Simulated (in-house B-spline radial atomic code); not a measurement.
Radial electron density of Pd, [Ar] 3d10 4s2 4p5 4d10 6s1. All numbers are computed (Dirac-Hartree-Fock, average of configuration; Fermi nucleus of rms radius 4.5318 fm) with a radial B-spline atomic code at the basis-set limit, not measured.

Columns: r (bohr), 4πr²n(r) (electrons per bohr), bar.

```
 0.00114    1.462 #
 0.00144    2.209 #
 0.00183    3.348 ##
 0.00233    5.041 ###
 0.00297    7.508 #####
 0.00377    10.93 #######
 0.00479    15.63 #########
 0.00609    21.81 #############
 0.00774    29.46 ##################
 0.00984    38.23 #######################
  0.0125    47.14 #############################
  0.0159    54.68 #################################
  0.0202     58.9 ####################################
  0.0257    58.61 ###################################
  0.0327    54.63 #################################
  0.0415    50.85 ###############################
  0.0528    52.36 ################################
  0.0671    61.11 #####################################
  0.0854    71.48 ###########################################
   0.109    72.76 ############################################
   0.138     61.9 #####################################
   0.175    50.22 ##############################
   0.223     51.1 ###############################
   0.283    58.46 ###################################
    0.36    52.97 ################################
   0.458    32.91 ####################
   0.582    17.43 ###########
    0.74    15.46 #########
   0.941    16.95 ##########
     1.2    13.63 ########
    1.52    8.038 #####
    1.93    3.738 ##
    2.46    1.412 #
    3.12   0.4278 
    3.97  0.08307 
    5.05  0.02006 
    6.42  0.06863 
    8.16   0.1278 
    10.4   0.1204 
    13.2  0.06063 
    16.8  0.01508 
    21.3 0.001701 
    27.1 6.746e-05 
    34.4 7.869e-07
```

On this grid the curve has 5 maxima, near 0.0202, 0.109, 0.283, 0.941, 8.16 bohr.

The 4p3/2 radial function P(r) = rR(r), positive near the nucleus, with its small component Q(r) (sign convention: Q ≈ (P' + κP/r)/2c):

```json
{"r (bohr)": "0.00183", "P": "0.00155", "Q": "-0.0001311"}
{"r (bohr)": "0.00297", "P": "0.003921", "Q": "-0.000332"}
{"r (bohr)": "0.00479", "P": "0.009648", "Q": "-0.0008179"}
{"r (bohr)": "0.00774", "P": "0.02321", "Q": "-0.001972"}
{"r (bohr)": "0.0125", "P": "0.05347", "Q": "-0.004561"}
{"r (bohr)": "0.0202", "P": "0.1151", "Q": "-0.009903"}
{"r (bohr)": "0.0327", "P": "0.2211", "Q": "-0.01946"}
{"r (bohr)": "0.0528", "P": "0.3461", "Q": "-0.03233"}
{"r (bohr)": "0.0854", "P": "0.361", "Q": "-0.04078"}
{"r (bohr)": "0.138", "P": "0.05233", "Q": "-0.02998"}
{"r (bohr)": "0.223", "P": "-0.4801", "Q": "0.001578"}
{"r (bohr)": "0.36", "P": "-0.4403", "Q": "0.0214"}
{"r (bohr)": "0.582", "P": "0.5335", "Q": "0.007402"}
{"r (bohr)": "0.941", "P": "1.115", "Q": "-0.009197"}
{"r (bohr)": "1.52", "P": "0.6137", "Q": "-0.006338"}
{"r (bohr)": "2.46", "P": "0.1196", "Q": "-0.001164"}
{"r (bohr)": "3.97", "P": "0.007078", "Q": "-6.071e-05"}
```
